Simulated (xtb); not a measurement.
Cl$_{2}$Ge, singlet, from a rough starting geometry; GFN2-xTB run with xtb 6.7.1.

Input for xtb:
```
$ xtb mol.xyz --gfn 2 --opt vtight --json

# file mol.xyz
3

Ge     0.02363078    -0.02738726     0.95740629
Cl     1.04453615     1.27159663    -0.46735750
Cl    -0.98913689    -1.27961015    -0.50160639
```

Q: What does xtb print? Leave out banner, timings and long lists.

A: 
```
   ID    Z sym.   atoms
    1   32 Ge     1
    2   17 Cl     2, 3

           -------------------------------------------------
          |                Calculation Setup                |
           -------------------------------------------------

           -------------------------------------------------
          |                 G F N 2 - x T B                 |
           -------------------------------------------------

          ...................................................
          :                      SETUP                      :
          :.................................................:
          :  # basis functions                  30          :
          :  # atomic orbitals                  27          :
          :  # shells                            9          :
          :  # electrons                        18          :
          :  max. iterations                   250          :
          :  Hamiltonian                  GFN2-xTB          :
          :  restarted?                      false          :
          :  GBSA solvation                  false          :
          :  PC potential                    false          :
          :  electronic temp.          300.0000000     K    :
          :  accuracy                    1.0000000          :
          :  -> integral cutoff          0.2500000E+02      :
          :  -> integral neglect         0.1000000E-07      :
          :  -> SCF convergence          0.1000000E-05 Eh   :
          :  -> wf. convergence          0.1000000E-03 e    :
          :  Broyden damping             0.4000000          :
          :  net charge                          0          :
          :  unpaired electrons                  0          :
          ...................................................

 iter      E             dE          RMSdq      gap      omega  full diag
   1    -10.9524310 -0.109524E+02  0.236E+01    2.01       0.0  T
   2    -11.0382938 -0.858628E-01  0.110E+01    4.92       1.0  T
   3    -11.1585232 -0.120229E+00  0.105E+01    3.28       1.0  T
   4    -11.1399571  0.185661E-01  0.516E+00    3.09       1.0  T
   5    -11.1696148 -0.296578E-01  0.870E-01    3.88       1.0  T
   6    -11.1711007 -0.148588E-02  0.335E-01    3.77       1.0  T
   7    -11.1711464 -0.457006E-04  0.109E-01    3.76       1.0  T
   8    -11.1711578 -0.114222E-04  0.280E-02    3.75       2.1  T
   9    -11.1711590 -0.115582E-05  0.224E-02    3.75       2.6  T
  10    -11.1711596 -0.621931E-06  0.294E-03    3.75      19.6  T
  11    -11.1711596 -0.210847E-07  0.148E-03    3.75      39.1  T
  12    -11.1711596 -0.377914E-08  0.720E-04    3.75      80.2  T
  13    -11.1711596  0.417078E-08  0.139E-03    3.75      41.5  T
  14    -11.1711597 -0.523782E-08  0.525E-05    3.75    1100.2  T

   *** convergence criteria satisfied after 14 iterations ***

         :::::::::::::::::::::::::::::::::::::::::::::::::::::
         ::                     SUMMARY                     ::
         :::::::::::::::::::::::::::::::::::::::::::::::::::::
         :: total energy             -11.167865558403 Eh    ::
         :: gradient norm              0.009436053741 Eh/a0 ::
         :: HOMO-LUMO gap              3.752029394538 eV    ::
         ::.................................................::
         :: SCC energy               -11.171159613145 Eh    ::
         :: -> isotropic ES           -0.013206471495 Eh    ::
         :: -> anisotropic ES          0.002061454635 Eh    ::
         :: -> anisotropic XC         -0.000718862742 Eh    ::
         :: -> dispersion             -0.002372326680 Eh    ::
         :: repulsion energy           0.003294054742 Eh    ::
         :: add. restraining           0.000000000000 Eh    ::
         :: total charge               0.000000000000 e     ::
         :::::::::::::::::::::::::::::::::::::::::::::::::::::

      -----------------------------------------------------------
[...]
 * total energy  :   -11.1678656 Eh     change       -0.4789058E-11 Eh
 * total energy  :   -11.1673892 Eh     change        0.4763358E-03 Eh
 * total energy  :   -11.1681436 Eh     change       -0.7544257E-03 Eh
 * total energy  :   -11.1681446 Eh     change       -0.9557893E-06 Eh
 * total energy  :   -11.1681507 Eh     change       -0.6076655E-05 Eh
 * total energy  :   -11.1681507 Eh     change       -0.2680175E-07 Eh
   *** GEOMETRY OPTIMIZATION CONVERGED AFTER 6 ITERATIONS ***
         :: total energy             -11.168150707630 Eh    ::
[...]

           -------------------------------------------------
          |                Property Printout                |
           -------------------------------------------------

    * Orbital Energies and Occupations

         #    Occupation            Energy/Eh            Energy/eV
      -------------------------------------------------------------
         1        2.0000           -1.0543201             -28.6895
         2        2.0000           -1.0522543             -28.6333
         3        2.0000           -0.6590503             -17.9337
         4        2.0000           -0.4704324             -12.8011
         5        2.0000           -0.4569781             -12.4350
         6        2.0000           -0.4510241             -12.2730
         7        2.0000           -0.4403394             -11.9822
         8        2.0000           -0.4286980             -11.6655
         9        2.0000           -0.4198467             -11.4246 (HOMO)
        10                         -0.2813324              -7.6554 (LUMO)
        11                         -0.1751676              -4.7666
        12                         -0.1670044              -4.5444
        13                         -0.0096550              -0.2627
        14                          0.0059773               0.1627
        15                          0.0142903               0.3889
        16                          0.0194606               0.5296
        17                          0.0198018               0.5388
        18                          0.0207042               0.5634
        19                          0.0208204               0.5666
        20                          0.0212101               0.5772
       ...                                ...                  ...
        27                          0.9781663              26.6173
      -------------------------------------------------------------
                  HL-Gap            0.1385143 Eh            3.7692 eV
             Fermi-level           -0.3505895 Eh           -9.5400 eV

     #   Z          covCN         q      C6AA      α(0)
     1  32 Ge       1.627     0.386   247.426    32.914
     2  17 Cl       0.817    -0.193   105.126    15.685
     3  17 Cl       0.817    -0.193   105.124    15.685

 Mol. C6AA /au·bohr⁶  :       1287.413987
 Mol. C8AA /au·bohr⁸  :      78735.860701
 Mol. α(0) /au        :         64.283821

Wiberg/Mayer (AO) data.
largest (>0.10) Wiberg bond orders for each atom

 ---------------------------------------------------------------------------
     #   Z sym  total        # sym  WBO       # sym  WBO       # sym  WBO
 ---------------------------------------------------------------------------
     1  32 Ge   2.669 --     3 Cl   1.334     2 Cl   1.334
     2  17 Cl   1.375 --     1 Ge   1.334
     3  17 Cl   1.375 --     1 Ge   1.334
 ---------------------------------------------------------------------------

Topologies differ in total number of bonds
Writing topology from bond orders to xtbtopo.mol

molecular dipole:
                 x           y           z       tot (Debye)
 q only:       -0.001      -0.014       1.017
   full:       -0.001      -0.015       1.060       2.695
molecular quadrupole (traceless):
                xx          xy          yy          xz          yz          zz
 q only:       -0.751      -2.749      -2.006       0.035      -0.102       2.757
  q+dip:       -1.173      -3.180      -2.625       0.031      -0.126       3.798
   full:       -0.004      -5.288      -2.421       0.005      -0.107       2.425

optimized geometry written to: xtbopt.xyz

           -------------------------------------------------
          | TOTAL ENERGY              -11.168150707630 Eh   |
          | GRADIENT NORM               0.000076090523 Eh/α |
          | HOMO-LUMO GAP               3.769165349358 eV   |
           -------------------------------------------------

normal termination of xtb
```
